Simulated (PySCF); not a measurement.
BI3, SMILES IB(I)I. Heavy atoms are numbered as in [B:1]([I:2])([I:3])[I:4].

Geometry: PBE0-D3(BJ)/def2-SVP. The isomer is the one that the SMILES or the coordinates give; other isomers of the formula were not compared. The def2 effective core potentials stand for the cores of I; spin–orbit coupling is left out.

Method: M06-2X/def2-TZVP (PySCF).

ESP charges are fitted to the potential on shells at 1.4 to 2.0 van der Waals radii. Atomic charges (e), one atom of each kind:

```csv
atom,ESP fit,Löwdin
B1,-0.09,[?]
I2,0.03,[?]
```

Q: Some entries are withheld; supply them. (An estimate is asked for; the answer gives what the named calculation found.)

A: 
- B1, Löwdin: -1.55
- I2, Löwdin: 0.52

Computed Mayer and Wiberg (Löwdin basis) orders of the bonds:
```tsv
bond	Mayer	Wiberg
B1–I2	1.27	2.01
B1–I3	1.27	2.01
B1–I4	1.27	2.01
```
